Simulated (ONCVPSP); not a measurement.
An all-electron radial function and its pseudo partner (K)

Columns: radius, all-electron u(r) and pseudo u(r) of the 3d shell (level -0.63 eV) of potassium in the configuration [Ar] 3d1; PBE, scalar-relativistic, ONCV scheme, ONCVPSP 4.0.1.

```
r (bohr)  all-electron  pseudo
   0.200        0.0195  0.0006
   0.400        0.0685  0.0043
   0.600        0.1176  0.0137
   0.800        0.1570  0.0299
   1.000        0.1855  0.0532
   1.200        0.2046  0.0825
   1.400        0.2168  0.1165
   1.600        0.2248  0.1535
   1.800        0.2301  0.1918
   2.000        0.2339  0.2291
   2.200        0.2370  0.2627
   2.400        0.2397  0.2896
   2.600        0.2423  0.3068
   2.800        0.2450  0.3127
   3.000        0.2477  0.3075
   3.200        0.2504  0.2945
   3.400        0.2531  0.2787
   3.600        0.2557  0.2659
   3.800        0.2582  0.2601
   4.000        0.2606  0.2609
   4.200        0.2631  0.2633
   4.400        0.2656  0.2658
   4.600        0.2685  0.2687
   4.800        0.2719  0.2720
   5.000        0.2755  0.2757
   5.200        0.2792  0.2794
```

How many radial nodes do the two functions have?

The all-electron 3d function has n − l − 1 = 0; the pseudo-wave has 0.

At about which radius was the pseudo-wave matched?

4.00 bohr, where the columns begin to agree (steps of 0.20 bohr).

Is the pseudo-wave norm-conserving?

Yes: the ONCV scheme keeps the norm inside the radius equal to the all-electron one, which fixes the energy derivative of the logarithmic derivative at the level.
